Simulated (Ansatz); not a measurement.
Input file for Ansatz (a program for electronic structure): R-PBE/def2-TZVPPD on H4OSi (SMILES O[SiH3]) with ghost functions, monomers drawn apart or pushed together. Files ending in .json are basis or fitting sets from the Basis Set Exchange.

Ansatz 0.2 input:
```yaml
crystal:
  periodic: [false, false, false]
  atoms:
    - {symbol: O, position_ang: [-1.12623887, -0.10691339, 3.82092614]}
    - {symbol: Si, position_ang: [0.16527242, -0.05344713, 4.84404603]}
    - {symbol: H, position_ang: [-0.93680123, -0.03474582, 2.87739009]}
    - {symbol: H, position_ang: [1.12042699, -1.16179157, 4.58857581]}
    - {symbol: H, position_ang: [-0.38253384, -0.17839915, 6.21014215]}
    - {symbol: H, position_ang: [0.91375888, 1.22387059, 4.72390716]}
basis:
  gaussian:
    orbitals: def2-TZVPPD.json
    ghost_atoms:
      - {symbol: C, position_ang: [0.13515830, 0.80273764, 0.53672187]}
      - {symbol: C, position_ang: [0.22527198, -0.38889827, 0.45588255]}
      - {symbol: H, position_ang: [0.05846152, 1.86120077, 0.60604576]}
      - {symbol: H, position_ang: [0.30894431, -1.44645933, 0.38108975]}
hamiltonian:
  xc: {name: PBE}
scf: {lower_state_search: off}
```

Program output:

```
Functional definition: PBE
[...]
these checks for a lower state are left out or cut short: stability, starts, cluster_reference, orbital_swaps, neighbouring_geometries, increment
integrals: 0.17 GiB planned
1141 factors; their error is unknown
mean field: 1.24 GiB planned
mean field evaluation 1: about -9979.3649 eV, gradient 6.1e1 eV
mean field evaluation 2: about -9945.3316 eV, gradient 1.4e2 eV
mean field evaluation 4: about -9985.4067 eV, gradient 3.5e0 eV
mean field evaluation 8: about -9985.4427 eV, gradient 3.5e-2 eV
mean field evaluation 16: about -9985.4268 eV, gradient 1.0e-5 eV
mean field -9985.42683383 eV, -366.9576677777 hartree, gradient 1.8e-6 eV, S^2 0.000000; 0 other end points of the search recorded, 0 dependent functions left out
reference -9985.42687797 eV, -366.9576694001 hartree; 13, 13 occupied and 251, 251 virtual orbitals, 1141 factors
Total energy: -9985.42687797 eV, -366.9576694001 hartree
Checks for a lower state left out: stability, starts, cluster_reference, orbital_swaps, neighbouring_geometries, increment
```

Self-consistency was reached.

Cost: roughly 2.1 core-seconds.
